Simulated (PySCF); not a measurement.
A GIAO shielding run with PySCF 2.14 (density fitting, non-relativistic, gas phase) on SMILES C=C1[Si@@H](O)C([SiH3])=C[S@]1=O, C4H8O2SSi2:

```
$ OMP_NUM_THREADS=1 python probes_run.py task.json out

{"job": {"kind": "nmr", "xc": "PBE0", "basis": "pcSseg-1"}, "charge": 0, "multiplicity": 1}
C     -2.665970     0.582743    -1.015797
C     -1.425707     0.137129    -0.975710
Si     0.224636     1.011929    -0.733808
O      0.167703     2.421465     0.069014
C      0.966618    -0.434012     0.230664
Si     2.488532    -0.306522     1.340231
C      0.267183    -1.555840     0.101210
S     -1.139704    -1.664982    -1.049251
O     -2.240087    -2.323949    -0.332157
H     -2.896591     1.635295    -0.961573
H     -3.503078    -0.095905    -1.087900
H      0.890182     1.384987    -1.971381
H     -0.220694     2.504355     0.936528
H      2.288300     0.801712     2.279509
H      3.648169    -0.035772     0.488504
H      2.662971    -1.559325     2.075508
H      0.480538    -2.491278     0.596497
```

Hardware: 1 thread of an Arm Neoverse V1, shared host. The job also computes population analyses, field gradients, ring-centre shieldings.

**Question.** How large is the calculation?

**Answer.** 92 electrons, 214 basis functions and 1181 auxiliary functions.

**Question.** How long does it take, and how much memory does it need?

**Answer.** 50 s of wall time, with 15 SCF cycles and 5 response iterations; peak memory 0.96 GiB. Times on a shared host scatter by some tens of per cent.
